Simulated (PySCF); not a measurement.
Species: tetramethyltin, C4H12Sn.
Numbering: `[CH3:1][Sn:2]([CH3:3])([CH3:4])[CH3:5]` (hydrogens: H6, H7, H8 on C1; H9, H10, H11 on C3; H12, H13, H14 on C4; H15, H16, H17 on C5)

A GFN2-xTB structure was refined with PySCF 2.14.0, PBE0-D3(BJ)/def2-SVP geometry optimisation, gas phase, def2 core potentials past Kr. Its GFN2-xTB values:

```
coordinate  GFN2-xTB
    C1–Sn2   2.197 Å
     C1–H6   1.115 Å
    Sn2–C3   2.199 Å
 C1–Sn2–C3    109.8°
```

**Question.** How do these coordinates change at the PBE0-D3(BJ)/def2-SVP level?

**Answer.** 
```csv
coordinate,PBE0-D3(BJ)/def2-SVP (Å or °),change
Sn2–C3,2.157,-0.042
C1–Sn2,2.157,-0.040
C1–H6,1.100,-0.015
C1–Sn2–C3,109.4,-0.4
```

The energy falls by 0.157 eV over 8 energy and gradient evaluations, the largest force component goes from 0.0373 to 1.9e-04 Eh/bohr, and the atoms move by 0.084 Å rms after alignment. The bond that changes most is Sn2–C3 (ends: tin bonded to 4 C; methyl carbon), which shortens by 0.042 Å. Bonds longer at the end by more than 0.005 Å: 8 of 16; shorter: 7.

The run used 142 basis functions and 49 SCF cycles in all. On an Arm Neoverse V2 with one thread, no GPU, shared host with 96 logical CPUs at a one-minute load of 26, this took 68 s wall and 0.64 GiB of memory at its peak.

No frequency check.
